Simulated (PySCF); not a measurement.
Molecule: SMILES CC(=O)C=C(C)C, C₆H₁₀O.

Cartesian coordinates in Å; atom numbers follow the order of the lines, from 1:
```xyz
17

C     2.8579    0.0615    0.1695
C     1.4583   -0.5082    0.1110
O     1.2821   -1.7095    0.0493
C     0.3773    0.5047    0.1340
C    -0.9571    0.2934    0.0810
C    -1.5994   -1.0532   -0.0150
C    -1.9022    1.4552    0.1103
H     3.0332    0.7338   -0.6857
H     2.9897    0.6644    1.0822
H     3.5895   -0.7553    0.1551
H     0.7192    1.5429    0.2019
H    -2.3041   -1.1904    0.8223
H    -2.2046   -1.1093   -0.9360
H    -0.8592   -1.8590   -0.0135
H    -2.6066    1.3587    0.9535
H    -1.3820    2.4187    0.1970
H    -2.5184    1.4712   -0.8046
```

Geometry PBE0-D3(BJ)/def2-SVP throughout; GIAO in PySCF, gas phase, one conformer, non-relativistic; equivalent atoms averaged; basis pcSseg-1.

(1) How do the absolute shieldings σ depend on the functional? (a selection of nuclei; ppm; last column core-seconds on shared hosts with different chips, so compare them loosely)

(2) Which nucleus among those listed moves most, in ppm?

Results:

(1) 
```
functional                    kind     C2    C5    C4     C7     C6    H11  H12/H13/H14  H8/H9/H10  H15/H16/H17  core-s
        HF            Hartree–Fock  -11.7  19.4  68.8  163.7  172.8  26.02        29.17      29.58        29.81     7.8
       LDA                     LDA  -22.7   9.6  48.5  148.7  160.8  24.64        28.27      28.65        28.95      22
      BLYP                     GGA  -22.1   9.0  49.0  143.7  155.4  25.44        28.83      29.26        29.51      24
       KT2                     GGA   -1.5  28.1  64.4  152.9  163.3  25.39        28.65      29.12        29.35      48
      PBE0           global hybrid  -15.1  17.5  57.2  154.2  164.7  25.27        28.76      29.14        29.41      34
  mPW1PW91           global hybrid  -16.1  16.5  56.3  153.4  163.8  25.35        28.81      29.19        29.46      15
      WP04           global hybrid  -27.8   4.5  44.6  142.2  151.6  25.89        29.10      29.49        29.76      15
 CAM-B3LYP  range-separated hybrid  -22.2  11.2  53.5  152.8  163.4  25.43        28.86      29.22        29.49      29
```

(2) C2 (ketone carbonyl carbon): from -27.8 ppm with WP04 to -1.5 ppm with KT2. The smallest spread is 0.86 ppm, at H15/H16/H17. Proton shifts span only some 12 ppm, so a few tenths of a ppm matter as much there as several ppm in carbon.
